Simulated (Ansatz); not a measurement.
Reactions of CH4AlNOS, SMILES `N=[C](O)[AlH][SH]`.

Computed with Ansatz on PBE0-D4/def2-TZVP structures; ΔE is electronic, products minus reactants. CCSD(T)/CBS is the MP2 limit (def2-TZVPP, def2-QZVPP) plus CCSD(T) − MP2 in def2-TZVPP, frozen cores. This one scheme is used for every species. DFT in def2-TZVPP. B3LYP here is the variant with VWN-RPA as its local correlation; programs differ in this. For Br outer-core shells are correlated without core-valence functions, which leaves a few kJ/mol of doubt a bond. Scalar relativity is left out up to krypton. One conformer a species, not always the lowest.

| reaction | MP2/CBS(def2) (eV) | B3LYP-D4 (eV) |
| --- | --- | --- |
| `N=[C](O)[AlH][SH]` + H₂O → `[OH][AlH][SH]` + `N=CO` | -1.56 | -1.55 |
| `N=[C](O)[AlH][SH]` + CH₃NH₂ → `C[NH][AlH][SH]` + `N=CO` | -1.12 | -1.08 |
| `N=[C](O)[AlH][SH]` + HBr → `N=C(O)Br` + `[AlH2][SH]` | 0.65 | 0.64 |
| `N=[C](O)[AlH][SH]` + CH₃NH₂ → `CNC(=N)O` + `[AlH2][SH]` | -0.10 | -0.13 |
| `N=[C](O)[AlH][SH]` + CH₃OH → `C[O][AlH][SH]` + `N=CO` | -1.57 | -1.56 |

Problem. Give the CCSD(T)/CBS values in the same order. (An estimate is asked.)

Solution. Ansatz gave: -1.52, -1.08, 0.69, -0.08, -1.53 eV.

Largest T1 diagnostic: 0.014, for `N=[C](O)[AlH][SH]`.
